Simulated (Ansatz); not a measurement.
Ansatz (an electronic-structure program) input file for Sn(F)(Cl)2(OMe) (CH3Cl2FOSn), SMILES C[O][Sn]([F])([Cl])[Cl], B3LYP-D3(BJ)/def2-SVP. 

Ansatz 0.2 input:
```yaml
crystal:
  periodic: [false, false, false]
  atoms:
    - {symbol: C, position_ang: [-2.93769039, 0.19835327, -0.26527328]}
    - {symbol: O, position_ang: [-1.74314535, 0.85468760, 0.04853554]}
    - {symbol: Sn, position_ang: [0.07891871, -0.00759020, -0.07864419]}
    - {symbol: F, position_ang: [-0.05197133, -1.15405026, -1.72399583]}
    - {symbol: Cl, position_ang: [1.68534267, 1.58654097, -0.39246547]}
    - {symbol: Cl, position_ang: [0.54485672, -1.43601114, 1.66799213]}
    - {symbol: H, position_ang: [-2.93830263, -0.21352905, -1.27691419]}
    - {symbol: H, position_ang: [-3.18112494, -0.58674818, 0.45449909]}
    - {symbol: H, position_ang: [-3.70085064, 0.97961187, -0.21001106]}
basis:
  gaussian:
    orbitals: def2-SVP
hamiltonian:
  xc: b3lyp
  dispersion: d3bj
relax: {f_tol: 0.002, max_steps: 200}
```

Program output:

```
WARN ansatz: RAYON_NUM_THREADS=1 ignored (pool sized by the plan → 1); use --threads N
Functional definition: B3LYP
integrals: 0.08 GiB planned
1312 factors; integrals over basis functions are off by at most 2.9e-4 eV
mean field: 0.71 GiB planned
mean field evaluation 1: about -36711.2895 eV, gradient 6.3e1 eV
mean field evaluation 2: about -36669.1172 eV, gradient 1.5e2 eV
mean field evaluation 4: about -36719.1137 eV, gradient 1.4e1 eV
mean field evaluation 8: about -36719.5017 eV, gradient 3.4e-1 eV
mean field evaluation 16: about -36719.5020 eV, gradient 3.9e-5 eV
mean field -36719.50203516 eV, -1349.4168104198 hartree, gradient 9.4e-6 eV, S^2 0.000000; 0 other end points of the search recorded, 0 dependent functions left out
the calculation of the forces begins
reference -36719.50229980 eV, -1349.4168201450 hartree; 41, 41 occupied and 78, 78 virtual orbitals, 1312 factors
relax step   1: F+E_penalty+E_count = -36719.91827006 eV  Δ(F+E_penalty+E_count) = +0.000e0 eV  max|allowed force component| = 1.792e0 eV/Å  Δτ_max = 0.0000 Å  (30 SCF iters, accepted)
these checks for a lower state are left out or cut short: starts, cluster_reference, orbital_swaps, neighbouring_geometries, increment
integrals: 0.08 GiB planned
1312 factors; integrals over basis functions are off by at most 3.1e-4 eV
mean field: 0.71 GiB planned
mean field -36719.63847990 eV, -1349.4218246713 hartree, gradient 2.0e-5 eV, S^2 0.000000; 0 other end points of the search recorded, 0 dependent functions left out
the calculation of the forces begins
reference -36719.63874517 eV, -1349.4218344199 hartree; 41, 41 occupied and 78, 78 virtual orbitals, 1312 factors
relax step   2: F+E_penalty+E_count = -36720.06027985 eV  Δ(F+E_penalty+E_count) = -1.420e-1 eV  max|allowed force component| = 3.451e-1 eV/Å  Δτ_max = 0.0778 Å  (32 SCF iters, accepted)
these checks for a lower state are left out or cut short: starts, cluster_reference, orbital_swaps, neighbouring_geometries, increment
integrals: 0.08 GiB planned
1312 factors; integrals over basis functions are off by at most 3.1e-4 eV
mean field: 0.71 GiB planned
mean field evaluation 32: about -36719.6455 eV, gradient 1.4e-5 eV
mean field -36719.64545659 eV, -1349.4220810601 hartree, gradient 1.4e-5 eV, S^2 0.000000; 0 other end points of the search recorded, 0 dependent functions left out
the calculation of the forces begins
reference -36719.64572206 eV, -1349.4220908157 hartree; 41, 41 occupied and 78, 78 virtual orbitals, 1312 factors
relax step   3: F+E_penalty+E_count = -36720.06644991 eV  Δ(F+E_penalty+E_count) = -6.170e-3 eV  max|allowed force component| = 9.337e-2 eV/Å  Δτ_max = 0.0390 Å  (33 SCF iters, accepted)
these checks for a lower state are left out or cut short: starts, cluster_reference, orbital_swaps, neighbouring_geometries, increment
integrals: 0.08 GiB planned
1312 factors; integrals over basis functions are off by at most 3.1e-4 eV
mean field: 0.71 GiB planned
mean field -36719.64590962 eV, -1349.4220977087 hartree, gradient 1.4e-5 eV, S^2 0.000000; 0 other end points of the search recorded, 0 dependent functions left out
the calculation of the forces begins
reference -36719.64617507 eV, -1349.4221074637 hartree; 41, 41 occupied and 78, 78 virtual orbitals, 1312 factors
relax step   4: F+E_penalty+E_count = -36720.06758492 eV  Δ(F+E_penalty+E_count) = -1.135e-3 eV  max|allowed force component| = 4.001e-2 eV/Å  Δτ_max = 0.0185 Å  (33 SCF iters, accepted)
these checks for a lower state are left out or cut short: starts, cluster_reference, orbital_swaps, neighbouring_geometries, increment
integrals: 0.08 GiB planned
1312 factors; integrals over basis functions are off by at most 3.1e-4 eV
mean field: 0.71 GiB planned
mean field -36719.64543457 eV, -1349.4220802507 hartree, gradient 1.2e-5 eV, S^2 0.000000; 0 other end points of the search recorded, 0 dependent functions left out
the calculation of the forces begins
reference -36719.64570039 eV, -1349.4220900196 hartree; 41, 41 occupied and 78, 78 virtual orbitals, 1312 factors
relax step   5: F+E_penalty+E_count = -36720.06903547 eV  Δ(F+E_penalty+E_count) = -1.451e-3 eV  max|allowed force component| = 1.328e-1 eV/Å  Δτ_max = 0.0891 Å  (32 SCF iters, accepted)
these checks for a lower state are left out or cut short: starts, cluster_reference, orbital_swaps, neighbouring_geometries, increment
integrals: 0.08 GiB planned
1312 factors; integrals over basis functions are off by at most 3.1e-4 eV
[...]
relax step  10: F+E_penalty+E_count = -36720.07672032 eV  Δ(F+E_penalty+E_count) = -1.471e-3 eV  max|allowed force component| = 3.518e-2 eV/Å  Δτ_max = 0.0410 Å  (33 SCF iters, accepted)
these checks for a lower state are left out or cut short: starts, cluster_reference, orbital_swaps, neighbouring_geometries, increment
integrals: 0.08 GiB planned
1313 factors; integrals over basis functions are off by at most 3.0e-4 eV
mean field: 0.72 GiB planned
mean field -36719.65104874 eV, -1349.4222865677 hartree, gradient 1.9e-5 eV, S^2 0.000000; 0 other end points of the search recorded, 0 dependent functions left out
the calculation of the forces begins
reference -36719.65131967 eV, -1349.4222965242 hartree; 41, 41 occupied and 78, 78 virtual orbitals, 1313 factors
relax step  11: F+E_penalty+E_count = -36720.07841529 eV  Δ(F+E_penalty+E_count) = -1.695e-3 eV  max|allowed force component| = 1.059e-1 eV/Å  Δτ_max = 0.0989 Å  (31 SCF iters, accepted)
these checks for a lower state are left out or cut short: starts, cluster_reference, orbital_swaps, neighbouring_geometries, increment
integrals: 0.08 GiB planned
1313 factors; integrals over basis functions are off by at most 2.9e-4 eV
mean field: 0.72 GiB planned
mean field -36719.65134142 eV, -1349.4222973236 hartree, gradient 1.5e-5 eV, S^2 0.000000; 0 other end points of the search recorded, 0 dependent functions left out
the calculation of the forces begins
reference -36719.65161229 eV, -1349.4223072779 hartree; 41, 41 occupied and 78, 78 virtual orbitals, 1313 factors
relax step  12: F+E_penalty+E_count = -36720.07887483 eV  Δ(F+E_penalty+E_count) = -4.595e-4 eV  max|allowed force component| = 6.021e-2 eV/Å  Δτ_max = 0.0207 Å  (33 SCF iters, accepted)
these checks for a lower state are left out or cut short: starts, cluster_reference, orbital_swaps, neighbouring_geometries, increment
integrals: 0.08 GiB planned
1313 factors; integrals over basis functions are off by at most 2.9e-4 eV
mean field: 0.72 GiB planned
mean field evaluation 96: about -36719.6036 eV, gradient 9.8e-1 eV
mean field -36719.65188601 eV, -1349.4223173367 hartree, gradient 1.5e-5 eV, S^2 0.000000; 0 other end points of the search recorded, 0 dependent functions left out
the calculation of the forces begins
reference -36719.65215680 eV, -1349.4223272881 hartree; 41, 41 occupied and 78, 78 virtual orbitals, 1313 factors
relax step  13: F+E_penalty+E_count = -36720.07953053 eV  Δ(F+E_penalty+E_count) = -6.557e-4 eV  max|allowed force component| = 1.433e-2 eV/Å  Δτ_max = 0.0186 Å  (34 SCF iters, accepted)
these checks for a lower state are left out or cut short: starts, cluster_reference, orbital_swaps, neighbouring_geometries, increment
integrals: 0.08 GiB planned
1313 factors; integrals over basis functions are off by at most 2.8e-4 eV
mean field: 0.72 GiB planned
mean field -36719.65173820 eV, -1349.4223119051 hartree, gradient 1.5e-5 eV, S^2 0.000000; 0 other end points of the search recorded, 0 dependent functions left out
the calculation of the forces begins
reference -36719.65200882 eV, -1349.4223218501 hartree; 41, 41 occupied and 78, 78 virtual orbitals, 1313 factors
relax step  14: F+E_penalty+E_count = -36720.07966150 eV  Δ(F+E_penalty+E_count) = -1.310e-4 eV  max|allowed force component| = 1.953e-2 eV/Å  Δτ_max = 0.0266 Å  (33 SCF iters, accepted)
these checks for a lower state are left out or cut short: starts, cluster_reference, orbital_swaps, neighbouring_geometries, increment
integrals: 0.08 GiB planned
1313 factors; integrals over basis functions are off by at most 2.8e-4 eV
mean field: 0.72 GiB planned
mean field -36719.65177866 eV, -1349.4223133919 hartree, gradient 1.5e-5 eV, S^2 0.000000; 0 other end points of the search recorded, 0 dependent functions left out
the calculation of the forces begins
reference -36719.65204920 eV, -1349.4223233342 hartree; 41, 41 occupied and 78, 78 virtual orbitals, 1313 factors
relax step  15: F+E_penalty+E_count = -36720.07968857 eV  Δ(F+E_penalty+E_count) = -2.707e-5 eV  max|allowed force component| = 1.923e-2 eV/Å  Δτ_max = 0.0174 Å  (34 SCF iters, accepted)
these checks for a lower state are left out or cut short: starts, cluster_reference, orbital_swaps, neighbouring_geometries, increment
integrals: 0.08 GiB planned
1313 factors; integrals over basis functions are off by at most 2.8e-4 eV
mean field: 0.72 GiB planned
mean field -36719.65183858 eV, -1349.4223155940 hartree, gradient 1.8e-5 eV, S^2 0.000000; 0 other end points of the search recorded, 0 dependent functions left out
the calculation of the forces begins
reference -36719.65210908 eV, -1349.4223255346 hartree; 41, 41 occupied and 78, 78 virtual orbitals, 1313 factors
relax step  16: F+E_penalty+E_count = -36720.07971862 eV  Δ(F+E_penalty+E_count) = -3.006e-5 eV  max|allowed force component| = 1.156e-2 eV/Å  Δτ_max = 0.0032 Å  (25 SCF iters, accepted)
these checks for a lower state are left out or cut short: starts, cluster_reference, orbital_swaps, neighbouring_geometries, increment
integrals: 0.08 GiB planned
1313 factors; integrals over basis functions are off by at most 2.8e-4 eV
mean field: 0.72 GiB planned
mean field evaluation 128: about -36719.6519 eV, gradient 1.3e-5 eV
mean field -36719.65187668 eV, -1349.4223169941 hartree, gradient 1.3e-5 eV, S^2 0.000000; 0 other end points of the search recorded, 0 dependent functions left out
the calculation of the forces begins
reference -36719.65214716 eV, -1349.4223269339 hartree; 41, 41 occupied and 78, 78 virtual orbitals, 1313 factors
relax step  17: F+E_penalty+E_count = -36720.07972768 eV  Δ(F+E_penalty+E_count) = -9.055e-6 eV  max|allowed force component| = 4.438e-3 eV/Å  Δτ_max = 0.0038 Å  (25 SCF iters, accepted)
these checks for a lower state are left out or cut short: starts, cluster_reference, orbital_swaps, neighbouring_geometries, increment
integrals: 0.08 GiB planned
1313 factors; integrals over basis functions are off by at most 2.8e-4 eV
mean field: 0.72 GiB planned
mean field -36719.65190283 eV, -1349.4223179548 hartree, gradient 3.0e-5 eV, S^2 0.000000; 0 other end points of the search recorded, 0 dependent functions left out
the calculation of the forces begins
reference -36719.65217329 eV, -1349.4223278943 hartree; 41, 41 occupied and 78, 78 virtual orbitals, 1313 factors
relax step  18: F+E_penalty+E_count = -36720.07972897 eV  Δ(F+E_penalty+E_count) = -1.289e-6 eV  max|allowed force component| = 5.492e-4 eV/Å  Δτ_max = 0.0013 Å  (22 SCF iters, accepted)
integrals: 0.08 GiB planned
1313 factors; integrals over basis functions are off by at most 2.8e-4 eV
mean field: 0.72 GiB planned
mean field -36719.65190283 eV, -1349.4223179548 hartree, gradient 3.0e-5 eV, S^2 0.000000; 1 other end points of the search recorded, 0 dependent functions left out
the calculation of the forces begins
reference -36719.65217329 eV, -1349.4223278943 hartree; 41, 41 occupied and 78, 78 virtual orbitals, 1313 factors
Total energy: -36720.07999943 eV, -1349.4380502150 hartree
Atom 0 at    -2.908295     0.188752    -0.197040 Å, force    -0.000041     0.000311     0.000085 eV/Å
Atom 1 at    -1.705339     0.929316    -0.356442 Å, force     0.000082    -0.000497     0.000069 eV/Å
Atom 2 at     0.031089     0.011816    -0.263597 Å, force    -0.000549     0.000310    -0.000142 eV/Å
Atom 3 at     0.275573    -1.053872    -1.857124 Å, force     0.000098    -0.000067    -0.000072 eV/Å
Atom 4 at     1.730683     1.592710    -0.184433 Å, force     0.000260     0.000183     0.000004 eV/Å
Atom 5 at     0.079926    -1.471624     1.542910 Å, force    -0.000005    -0.000266     0.000128 eV/Å
Atom 6 at    -3.116981    -0.456484    -1.069181 Å, force     0.000122    -0.000094     0.000219 eV/Å
Atom 7 at    -2.902885    -0.438481     0.712603 Å, force     0.000101     0.000167    -0.000244 eV/Å
Atom 8 at    -3.727738     0.919132    -0.103974 Å, force    -0.000068    -0.000048    -0.000047 eV/Å
Dipole moment:    -0.344218     0.019974     0.190060 e Å
```

Self-consistency was reached.

Cost: very roughly 2.1 core-minutes.
